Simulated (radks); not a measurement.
The numbers below are computed, except where a source is named.
Neutral argon inside a hard spherical wall (all orbitals vanish at R), configuration held at [Ar] and not refilled when levels cross. Code: a radial shooting solver on a logarithmic mesh with Libxc functionals. Model: scalar-relativistic Kohn-Sham, r2SCAN, spin-polarised, spherical densities, finite nucleus; meta-GGA in the generalised Kohn-Sham scheme; Fermi nuclear charge, rms radius 3.4274 fm. Eigenvalues in eV for spin up, with the zero of energy where the potential of the charges vanishes at infinity; a dash marks a level that is unbound or too diffuse for the functional's potential to be trusted. A positive occupied level is held by the wall or, in an anion where self-interaction has pushed it up, behind a barrier. The pressure on the wall is -dE/dV.

| R (bohr) | E (hartree) | kinetic (hartree) | e(2s) | e(2p) | e(3s) | e(3p) | e(4s, empty) | e(4p, empty) | pressure (GPa) |
|---|---|---|---|---|---|---|---|---|---|
| free | -529.40910 | 532.193 | -302.58 | -233.24 | -25.398 | -10.711 | - | - | 0 |
| 20 | -529.40910 | 532.193 | -302.58 | -233.24 | -25.398 | -10.711 | - | - | < 0.0001 |
| 6 | -529.40652 | 532.219 | -302.42 | -233.08 | -25.278 | -10.591 | 4.552 | 8.523 | 0.305 |
| 3.5 | -529.13843 | 533.770 | -296.54 | -227.15 | -21.333 | -6.224 | 28.322 | 37.776 | 102 |
| 3 | -528.67607 | 535.919 | -290.36 | -220.89 | -17.130 | -1.400 | 47.995 | 59.137 | 390 |
| 2.5 | -527.33337 | 541.197 | -278.02 | -208.33 | -7.841 | 9.216 | 87.693 | 100.24 | 1670 |
| 2 | -523.12328 | 554.932 | -253.43 | -183.15 | 15.304 | 34.839 | 176.02 | 187.75 | 8550 |
